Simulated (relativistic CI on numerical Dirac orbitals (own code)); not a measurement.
Radial Dirac CI calculation of La⁴⁺: levels, rates and radial parameters.

Command:

```sh
python run_levels.py task.json out
```

Input:

```
atom La  Z=57  charge=4  electrons=53
nucleus A=139  rms_radius_fm=4.8550
hamiltonian dirac-coulomb  breit=on  qed=on  c_scale=1
orbitals kli  potential=per-configuration
slater_scale 0.85
correlation p86
mixing on
configurations
  [Kr] 4d10 5s2 5p5
  [Kr] 4d10 5s 5p6
  [Kr] 4d10 5s2 5p4 5d
  [Kr] 4d10 4f2 5s2 5p3
  [Kr] 4d10 4f 5s2 5p4
  [Kr] 4d10 5s2 5p3 5d2
  [Kr] 4d10 5s2 5p4 5f
  [Kr] 4d10 5s 5p5 5d
  [Kr] 4d10 5s2 5p4 5g
  [Kr] 4d10 5s2 5p4 6s
  [Kr] 4d10 4f 5s2 5p3 5d
  [Kr] 4d10 5s2 5p4 6p
  [Kr] 4d10 4f2 5p5
  [Kr] 4d10 5s 5p5 5f
  [Kr] 4d10 4f 5s 5p5
  [Kr] 4d10 5s2 5p3 5f2
  [Kr] 4d10 5p5 5d2
  [Kr] 4d10 5s2 5p4 6d
  [Kr] 4d10 5s 5p5 5g
  [Kr] 4d10 5s2 5p4 7s
  [Kr] 4d10 4f2 5s 5p4
  [Kr] 4d10 4f 5s2 5p3 5f
  [Kr] 4d10 5s2 5p4 7p
  [Kr] 4d10 4f 5s 5p4 5d
  [Kr] 4d10 4f 5p6
  [Kr] 4d10 5s2 5p3 5g2
  [Kr] 4d10 4f 5s2 5p3 6s
  [Kr] 4d10 4f 5s2 5p3 5g
  [Kr] 4d10 5s2 5p4 6f
  [Kr] 4d10 5s2 5p4 7d
  [Kr] 4d10 5s2 5p4 8s
  [Kr] 4d10 5p6 5d
  [Kr] 4d10 5s 5p5 6s
  [Kr] 4d10 5s 5p5 6p
  [Kr] 4d10 5s 5p4 5d2
  [Kr] 4d10 5s 5p4 5d 6s
  [Kr] 4d10 5s2 5p4 8p
  [Kr] 4d10 5s2 5p3 5d 5f
  [Kr] 4d10 5s2 5p3 5f 6s
  [Kr] 4d10 5p5 5f2
end
```

Hardware: one thread of Intel Xeon Platinum 8488C, on a shared host. Rates were computed among at most 60 levels.

Problem. How large is the problem, and how long does it take?

Solution. 4546 determinants at the lowest M give 4546 levels; 372 SCF iterations in all; about 9.6 s of CPU and 0.23 GiB at the peak.
